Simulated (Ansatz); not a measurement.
System: CeO₂, net charge 0, singlet state. SMILES: [O]=[Ce]=[O]
Geometry from a B3LYP-D3(BJ)/def2-TZVP (Ansatz, a program for electronic structure) optimisation:
```xyz
3

Ce     0.0301     0.1167     0.0631
O      1.1851    -0.1702    -1.3144
O     -1.4035    -0.6762     0.8568
```

Property: vertical ionisation energy (to the doublet state of charge +1; each state is the SCF solution reached for its spin; for the singlet T1 is 0.028), in eV. UHF or UKS for open shells. Spin-orbit coupling is left out. In def2 rows, elements after Kr have scalar-relativistic effective core potentials. 

```csv
level,program,vertical ionisation energy (eV)
PBE/def2-TZVP,Ansatz,8.71
r2SCAN/def2-TZVP,Ansatz,8.67
B3LYP/def2-TZVP,Ansatz,9.00
PBE0/def2-TZVP,Ansatz,8.94
BHLYP/def2-TZVP,Ansatz,9.02
wB97X-V/def2-TZVP,Ansatz,9.16
```
